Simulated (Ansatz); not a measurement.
Compare A (`C/C=C(\F)[SiH3]`) with its isomer B (`CC(C)[Si]F`).

Computed with Ansatz on PBE0-D4/def2-TZVP structures; ΔE is electronic, products minus reactants. CCSD(T)/CBS is the MP2 limit (def2-TZVPP, def2-QZVPP) plus CCSD(T) − MP2 in def2-TZVPP, frozen cores. DFT in def2-TZVPP. B3LYP here is the variant with VWN-RPA as its local correlation; programs differ in this. Each species was taken in one conformer, which may not be the lowest.

Which isomer does CCSD(T)/CBS put lower? Give the gap. (Best estimate.)

The calculation gave: B, by 141.8 kJ/mol.

Give E(B) − E(A) in kJ/mol with CCSD/def2-TZVPP, B3LYP, BLYP-D4, B2PLYP, PBE-D4, CCSD(T)/def2-TZVPP, B3LYP-D4. (Estimate.)

The calculation gave: CCSD/def2-TZVPP -141.3, B3LYP -123.8, BLYP-D4 -126.3, B2PLYP -131.4, PBE-D4 -127.7, CCSD(T)/def2-TZVPP -139.0, B3LYP-D4 -129.3. None reverses the order clearly.

Does the order hold for the free energy at 298.15 K (harmonic terms from PBE0-D4)? (Best estimate.)

The calculation gave: Yes: G(B) − G(A) = -124.0 kJ/mol, for one conformer each. Modes under 60 cm⁻¹, often nearly free rotors, make the harmonic entropy too high.

Largest T1 diagnostic: 0.012.

In def2-TZVPP, CCSD(T) changes the Hartree–Fock value by −23.3 kJ/mol (the triples alone add +2.2 kJ/mol) and MP2 by −29.3 kJ/mol. At CCSD(T), def2-SVP lies +16.7 kJ/mol from the extrapolated value and def2-TZVPP +2.7 kJ/mol.
